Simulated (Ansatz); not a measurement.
Input for Ansatz (development build ahead of 0.2.0):

```yaml
crystal:
  periodic: [false, false, false]
  atoms:
    - { symbol: Cu, position_ang: [-0.0058, 0.00639, -1.12121] }
    - { symbol: Cu, position_ang: [0.00957, -0.00289, 1.11583] }
basis:
  gaussian: { orbitals: STO-3G }
hamiltonian:
  xc: hf
correlation:
  method: mp2
  frozen_orbitals: { Cu: 5 }
```

The input is written out in the form of the current development build from the run's settings.

Output:

| Quantity | Value |
| --- | --- |
| Converged | yes |
| Reference energy | -3240.59722 hartree |
| Correlation energy | -0.12935 hartree |
| Total energy | -3240.72657 hartree |
| Spin squared of the determinant | 0.000 |
